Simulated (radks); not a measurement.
Species: Sb4+. Configuration: [Kr] 4d10 5s1. Calculated with a radial shooting solver on a logarithmic mesh with Libxc functionals: scalar-relativistic Kohn-Sham, PBEsol, spin-polarised, spherical densities, finite nucleus; open shells are filled with parallel spins first (spin-orbit coupling, left out, can overturn this in heavy ions); Fermi nuclear charge, rms radius 4.6802 fm. Some entries of the table are withheld. Estimate them.

orbital,occ.,eigenvalue (Ry),<r^2> (bohr^2)
1s up,1,-2229.353,0.001095
1s down,1,-2229.349,0.001095
2s up,1,-341.9618,0.01774
2s down,1,-341.9598,0.01774
2p up,3,-307.3905,0.01401
2p down,3,-307.3883,0.01401
3s up,1,-69.57616,0.1250
3s down,1,-69.57247,0.1250
3p up,3,-58.30537,0.1255
3p down,3,-58.30162,0.1255
3d up,5,-41.08857,0.1107
3d down,5,-41.08526,0.1107
4s up,1,-14.07606,0.7063
4s down,1,-14.06789,0.7053
4p up,3,-10.61985,(1)
4p down,3,-10.60892,(2)
4d up,5,-5.58686,(3)
4d down,5,-5.56193,(4)
5s up,1,-3.70698,4.214
5s down,0,-3.59965,4.207

Answer. 
(1) 4p up <r^2> (bohr^2): 0.8263
(2) 4p down <r^2> (bohr^2): 0.8235
(3) 4d up <r^2> (bohr^2): 1.207
(4) 4d down <r^2> (bohr^2): 1.190
